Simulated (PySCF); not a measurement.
A structure optimised at PBE-D3(BJ)/def2-SVP, used in a PySCF frequency run:

```xyz
15

O     -2.8149    -0.6053     0.7758
C     -2.3231    -0.9789    -0.4997
C     -1.5732     0.1531    -1.2131
C     -0.4322     0.7556    -0.3769
Si     1.0613    -0.3720    -0.1209
Cl     2.5818     0.7370     0.7897
H     -3.4619     0.1111     0.6362
H     -3.1339    -1.3624    -1.1668
H     -1.6391    -1.8360    -0.3162
H     -2.3039     0.9546    -1.4696
H     -1.1975    -0.2271    -2.1893
H     -0.8191     1.0338     0.6264
H     -0.0472     1.6873    -0.8429
H      1.5776    -0.8724    -1.4427
H      0.7669    -1.5469     0.7661
```
Charge 0, spin multiplicity 1.

**Question.** Write its SMILES and formula.

**Answer.** OCCC[SiH2]Cl, C3H9ClOSi

**Question.** What are its rotational constants (standard atomic weights)?

**Answer.** 5.4694, 0.84419, 0.82176 GHz
